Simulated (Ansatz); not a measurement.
Isolated molecules relaxed with PBE0-D4/def2-TZVP in Ansatz; ΔE leaves out vibrations. CBS: MP2 limit from def2 TZ/QZ plus the TZ coupled-cluster correction, frozen cores. DFT in def2-TZVPP. Each species was taken in one conformer, which may not be the lowest.

`CBNCO` + `O[SiH2]O` → `OCO[SiH2]O` + `CBN`  (substitution at a C–N bond)

| level | ΔE (eV) |
| --- | --- |
| PBE0 | 0.10 |
| MP2/def2-TZVPP | 0.12 |
| SCS-MP2/def2-QZVPP | 0.12 |
| CCSD/CBS(def2) | 0.11 |

(1) What does CCSD(T)/CBS give? (Best estimate.)

Largest T1 diagnostic among the species: 0.012.

Answers

(1) Computed: +0.11 eV. The listed levels differ from it by -0.01, 0.01, 0.01, 0.00 eV.

In def2-TZVPP, CCSD(T) changes the Hartree–Fock value by +0.05 eV (the triples alone add +0.00 eV) and MP2 by +0.08 eV.
